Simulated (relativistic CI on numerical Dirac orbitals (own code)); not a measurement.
# Energy levels of Sn14+

Computed by Dirac-Coulomb-Breit CI, orbitals from a KLI potential per configuration, model QED (radiative potential, 1s self-energy scaled to tabulated hydrogen-like ionisation energies), unscaled Slater integrals (own radial code, finite nucleus).

Configurations in the expansion (outside the closed core [Ar] 3d10): 4s2 4p6, 4s2 4p5 4d, 4s 4p6 4d, 4s2 4p5 4f, 4s 4p6 4f, 4s2 4p5 5s, 4s2 4p5 5p, 4s 4p6 5s, 4s2 4p5 5d, 4s 4p6 5p, 4s2 4p5 5f, 4p6 4d 4f, 4s2 4p5 6s, 4s2 4p5 5g, 4s2 4p5 6p, 4s 4p6 5d, 4s2 4p5 6d, 4s2 4p5 6f, 4s 4p6 5f, 4s2 4p5 7s, 4s 4p6 6s, 4p6 4d2, 4p5 4d3, 4p5 4d2 4f, 4p5 4d2 5s, 4p5 4d2 5p, 4p6 4f2, 4p5 4d 4f2, 4p5 4f3, 4p5 4f2 5s, 4p5 4f2 5p, 4p6 4d 5s, 4p5 4d 4f 5s, 4p5 4d 5s2, 4p5 4d 5s 5p. Double excitations out of closed p, d and f shells are left out; levels of such configurations are missing from the list, as are those of other unlisted configurations, and high levels can miss mixing partners. These lack a partner that the ground configuration has and come out too high: 4s2 4p5 5d, 4s2 4p5 5f, 4s2 4p5 6s, 4s2 4p5 5g, 4s2 4p5 6p.

```csv
No.,Configuration,Term,J,E (cm⁻¹),%,Lifetime (s),jj configuration (%)
1,4s2 4p6,1S,0,0,100,,closed (100)
2,4s2 4p5 4d,3P°,0,528503,100,,4p3/2^3 4d3/2 (100)
3,4s2 4p5 4d,3P°,1,537797,92,1.02e-08,4p3/2^3 4d3/2 (77)
4,4s2 4p5 4d,3P°,2,556040,68,2.46e-03,4p3/2^3 4d5/2 (50)
5,4s2 4p5 4d,3F°,3,556844,73,4.59e-01,4p3/2^3 4d3/2 (94)
6,4s2 4p5 4d,3F°,4,557053,100,,4p3/2^3 4d5/2 (100)
7,4s2 4p5 4d,3F°,2,570635,41,3.48e-03,4p3/2^3 4d3/2 (51)
8,4s2 4p5 4d,3D°,3,593080,64,3.50e-03,4p3/2^3 4d5/2 (98)
9,4s2 4p5 4d,3D°,1,619359,88,5.48e-11,4p1/2 4p3/2^4 4d3/2 (44)
10,4s2 4p5 4d,3F°,2,631518,54,1.51e-04,4p1/2 4p3/2^4 4d3/2 (93)
11,4s2 4p5 4d,3D°,2,650811,51,1.48e-04,4p1/2 4p3/2^4 4d5/2 (92)
12,4s2 4p5 4d,1F°,3,657992,46,9.91e-05,4p1/2 4p3/2^4 4d5/2 (96)
13,4s2 4p5 4d,1P°,1,777208,96,1.23e-12,4p1/2 4p3/2^4 4d3/2 (53)
14,4s 4p6 4d,3D,1,1013140,90,1.67e-11,4s 4d3/2 (90)
15,4s 4p6 4d,3D,2,1018898,90,1.55e-11,4s 4d3/2 (63)
16,4s 4p6 4d,3D,3,1029078,92,1.44e-11,4s 4d5/2 (92)
17,4s 4p6 4d,1D,2,1090359,99,9.45e-12,4s 4d5/2 (67)
18,4s2 4p5 4f,3G,5,1226615,100,5.87e-12,4p3/2^3 4f7/2 (100)
19,4s2 4p5 4f,3G,4,1234202,71,5.61e-12,4p3/2^3 4f5/2 (96)
20,4s2 4p5 4f,3D,1,1236179,90,3.01e-12,4p3/2^3 4f5/2 (90)
21,4s2 4p5 4f,3D,2,1241253,77,3.24e-12,4p3/2^3 4f5/2 (62)
22,4s2 4p5 4f,3G,3,1246482,42,5.12e-12,4p3/2^3 4f5/2 (95)
23,4s2 4p5 4f,3D,3,1247539,51,3.83e-12,4p3/2^3 4f7/2 (92)
24,4s2 4p5 4f,3F,4,1254305,58,5.49e-12,4p3/2^3 4f7/2 (97)
25,4s2 4p5 4f,3F,2,1274311,55,5.61e-12,4p3/2^3 4f7/2 (60)
26,4s2 4p5 5s,3P°,2,1282029,100,8.65e-08,4p3/2^3 5s (100)
27,4s2 4p5 5s,1P°,1,1289710,59,6.60e-12,4p3/2^3 5s (99)
28,4s2 4p5 4f,3G,3,1313364,55,5.38e-12,4p1/2 4p3/2^4 4f5/2 (94)
29,4s2 4p5 4f,3F,4,1321091,37,5.65e-12,4p1/2 4p3/2^4 4f7/2 (97)
30,4s2 4p5 4f,3D,3,1322661,37,4.39e-12,4p1/2 4p3/2^4 4f7/2 (93)
31,4s2 4p5 4f,1D,2,1345925,60,5.93e-12,4p1/2 4p3/2^4 4f5/2 (91)
32,4s2 4p5 5s,3P°,0,1359702,99,4.14e-08,4p1/2 4p3/2^4 5s (99)
33,4s2 4p5 5s,3P°,1,1364530,59,1.09e-11,4p1/2 4p3/2^4 5s (99)
34,4s2 4p5 5p,3S,1,1415963,68,7.91e-12,4p3/2^3 5p1/2 (79)
35,4s2 4p5 5p,3D,2,1427627,55,7.60e-12,4p3/2^3 5p1/2 (99)
36,4s2 4p5 5p,3D,3,1449467,100,8.03e-12,4p3/2^3 5p3/2 (100)
37,4s2 4p5 5p,1P,1,1451626,51,8.33e-12,4p3/2^3 5p3/2 (78)
38,4s2 4p5 5p,3P,2,1462053,68,7.70e-12,4p3/2^3 5p3/2 (99)
39,4s2 4p5 5p,3P,0,1481520,68,8.03e-12,4p3/2^3 5p3/2 (88)
40,4s2 4p5 5p,3D,1,1504238,66,7.90e-12,4p1/2 4p3/2^4 5p1/2 (97)
41,4s2 4p5 5p,3P,1,1531410,60,7.98e-12,4p1/2 4p3/2^4 5p3/2 (96)
42,4s2 4p5 5p,3D,2,1533210,45,7.90e-12,4p1/2 4p3/2^4 5p3/2 (99)
43,4s2 4p5 5p,1S,0,1534056,67,8.47e-12,4p1/2 4p3/2^4 5p1/2 (88)
44,4s2 4p5 5d,3P°,0,1675905,97,1.87e-11,4p3/2^3 5d3/2 (97)
45,4s2 4p5 5d,3P°,1,1680642,87,1.87e-11,4p3/2^3 5d3/2 (73)
```

Energies count from the lowest computed level; ° marks odd parity; lifetimes are radiative, by E1, M1, E2, M2, E3 decay to levels of this space only; some are left blank where a channel outside the calculation adds to the decay or the decay crosses a small, uncertain gap. Filled j subshells are mostly left out of the jj labels.

The mean weight of the leading LS term, summed over parents, in these 45 levels is 72 %, and that of the leading jj configuration (from the same eigenvectors) 87 %, so jj coupling describes them better and the LS labels are nominal.

At this charge energies of transitions that change n are usually good to better than 1 %, and those within a shell (Δn = 0) to a few per cent.

LS names give the leading component of a level, which can be under half, so a name can repeat, a term be missing and a line seem to break the LS rules.
